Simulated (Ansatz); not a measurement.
Molecule: trichlorosilane, sum formula SiHCl3, charge 0, multiplicity 1. SMILES: Cl[SiH](Cl)Cl
Geometry: optimised at B3LYP-D3(BJ)/def2-TZVP (Ansatz, a quantum-chemistry and plane-wave program).

Wanted: atomisation energy (electronic, to ground-state atoms), in kJ/mol. Cores are frozen in the correlated levels unless marked. Open shells are spin-unrestricted. No spin-orbit coupling. No relativistic terms. The coupled-cluster limit lacks core correlation, which all-electron functionals hold. CBS(X,Y): correlation extrapolated as X^-3; Hartree-Fock from the larger set (for Q and 5 zeta extrapolated as (X+1)exp(-9√X)).

| level | program | atomisation energy (kJ/mol) |
|---|---|---|
| HF/STO-3G | Ansatz | 1365.7 |
| HF/aug-cc-pV(D+d)Z | Ansatz | 1134.6 |
| PBE-D4/def2-TZVPD | Ansatz + dftd4 | 1565.1 |
| revPBE/def2-TZVPD | Ansatz | 1483.2 |
| r2SCAN-D4/def2-TZVPD | Ansatz + dftd4 | 1570.5 |
| B3LYP/def2-TZVPD | Ansatz | 1488.9 |
| r2SCANh-D4/def2-TZVPD | Ansatz + dftd4 | 1560.6 |
| r2SCAN0/def2-TZVPD | Ansatz | 1541.8 |
| CAM-B3LYP-D3(BJ)/def2-TZVPD | Ansatz + dftd3 | 1522.9 |
| LC-wPBE-D3(BJ)/def2-TZVPD | Ansatz + dftd3 | 1540.4 |
| RPA@PBE/cc-pV(T+d)Z | Ansatz | 1370.9 |
| MP2/6-31G | Ansatz | 959.1 |
| MP2/aug-cc-pV(Q+d)Z | Ansatz | 1605.8 |
| MP2/cc-pV(Q+d)Z | Ansatz | 1598.9 |
| SCS-MP2/aug-cc-pV(Q+d)Z | Ansatz | 1571.9 |
| CCSD/6-31G | Ansatz | 957.1 |
| CCSD/aug-cc-pV(D+d)Z | Ansatz | 1386.0 |
| CCSD/aug-cc-pV(T+d)Z | Ansatz | 1472.3 |
| CCSD(T)/6-31G* | Ansatz | 1351.2 |
| CCSD(T)/cc-pV(T+d)Z | Ansatz | 1492.2 |
| CCSD(T)/CBS(cc-pV(Q+d)Z,cc-pV(5+d)Z) | Ansatz | 1570.8 |
